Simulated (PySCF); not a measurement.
**Field gradients at the hydrogen positions**

Species: CH7NP2Si.
Atom-mapped SMILES: `[CH2:1]=[N:2][SiH:3]([PH2:4])[PH2:5]` (hydrogens: H6, H7 on C1; H8 on Si3; H9, H10 on P4; H11, H12 on P5)

Structure used (GFN2-xTB), in Å, numbered top down from 1:
```
atom  x, y, z in Å
C1    -0.1540    2.0937   -0.2867
N2     0.2602    1.2615    0.5510
Si3    0.0010   -0.4508    0.6049
P4    -1.6024   -1.0737   -0.8663
P5     1.9251   -1.5221    0.1160
H6    -0.7995    1.8430   -1.1356
H7     0.1282    3.1374   -0.1836
H8    -0.2943   -0.6680    2.0244
H9    -2.6417   -0.7259   -0.0223
H10   -1.6287   -2.3946   -0.4640
H11    2.7135   -0.5857    0.7535
H12    2.0939   -0.9155   -1.1174
```

Level: PBE0/pcSseg-1 (PySCF, non-relativistic); Q(2H) = 0.00286 b; rigid geometry, the same for H and D, with no vibrational averaging.

Problem. Rank these positions by the coupling χzz of a deuteron there, largest first.
A. H7 (hydrogen on a C=N carbon)
B. H6 (hydrogen on a C=N carbon)
C. H12 (P–H hydrogen)
D. H8 (Si–H hydrogen)

Solution. A (209 kHz), B (195 kHz), C (143 kHz), D (107 kHz).

Problem. What are Vzz, η and χzz (234.96 MHz × Q × Vzz) at all hydrogens?

Solution. 
| atom | bonded to | bond length (Å) | Vzz (au) | η | χzz (kHz) |
| --- | --- | --- | --- | --- | --- |
| H6 | C1 | 1.096 | 0.2899 | 0.04 | 195 |
| H7 | C1 | 1.086 | 0.3115 | 0.01 | 209 |
| H8 | Si3 | 1.466 | 0.1596 | 0.01 | 107 |
| H9 | P4 | 1.383 | 0.2153 | 0.07 | 145 |
| H10 | P4 | 1.381 | 0.2175 | 0.07 | 146 |
| H11 | P5 | 1.380 | 0.2173 | 0.08 | 146 |
| H12 | P5 | 1.385 | 0.2129 | 0.08 | 143 |

Problem. Average by the element that carries the hydrogen.

Solution. on C: 202 kHz over 2 positions, mean bond length 1.091 Å; on Si: 107 kHz over 1 position, mean bond length 1.466 Å; on P: 145 kHz over 4 positions, mean bond length 1.382 Å.

Problem. Give the 2H NMR doublet splittings at H8 for a magnetic field along the z, y and x axes of the gradient: 3χ/2, 3χ(1 + η)/4, 3χ(1 − η)/4.

Solution. With |χ| = 107.2 kHz and η = 0.008: 161, 81 and 80 kHz, to first order and without motion.

The structure is a single GFN2-xTB conformer in the gas phase; no vibrational or solvent corrections. GFN2-xTB bond lengths can be off by several hundredths of an ångström, more for odd bonds, and the gradients follow them. These gradients aren't converged with respect to the basis.

The run behind these numbers computed NMR shieldings as well. On one thread, Arm Neoverse V1 (shared host), this took 15 s of wall time.
